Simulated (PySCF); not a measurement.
C7H4F (doublet state).
Geometry (GFN2-xTB, Å), atoms numbered from 1 in this order:
```xyz
12
C7H4F angstrom
C      3.0199    0.0519   -0.0387
C      1.8173    0.0474   -0.0263
C      0.4186    0.0980   -0.0177
C     -0.4762   -0.9044    0.1003
F     -0.2177   -2.2105    0.2402
C     -1.8892   -0.3949    0.0586
C     -1.6306    1.0516   -0.1008
C     -0.3502    1.3630   -0.1458
H      4.0683    0.0243   -0.0451
H     -2.4327   -0.6263    0.9765
H     -2.4503   -0.8193   -0.7762
H      0.1240    2.3184   -0.2512
```

As a line formula: `C#CC1=C(F)C[C]=C1` [radical].

Method: UKS B3LYP, pcH-1 on C F H, non-relativistic, mean-field spin-orbit, GIAO (PySCF). Isolated species at its GFN2-xTB geometry, gas phase. Couplings are sensitive to structure, and on GFN2-xTB geometries they can be far from those on DFT ones. The SCF solution wasn't tested for stability.

Predict the first-order ENDOR lines of F5, H12, H10/H11 and H9 under fast tumbling at B = 3356.4 mT (W band).

ν± = |νn ± a/2|, one line for each electron-spin manifold; νn = |g_N| × 7.62259 MHz/T × B.

| nuclei | isotope | g_N | νn (MHz) | a_iso (MHz) | lower line (MHz) | upper line (MHz) |
| --- | --- | --- | --- | --- | --- | --- |
| F5 | 19F | 5.2577 | 134.52 | 15.93 | 126.55 | 142.48 |
| H12 | 1H | 5.5857 | 142.91 | 45.62 | 120.10 | 165.72 |
| H10/H11 | 1H | 5.5857 | 142.91 | 7.07 | 139.37 | 146.44 |
| H9 | 1H | 5.5857 | 142.91 | -2.64 | 141.59 | 144.23 |

Which pairs are centred on the nuclear Larmor frequency, and which on half the coupling?

Centred on νn, since |a| < 2νn: F5, H12, H10/H11 and H9. No pair has |a| > 2νn.

Means are taken over nuclei equivalent by connectivity, which assumes that they swap fast.
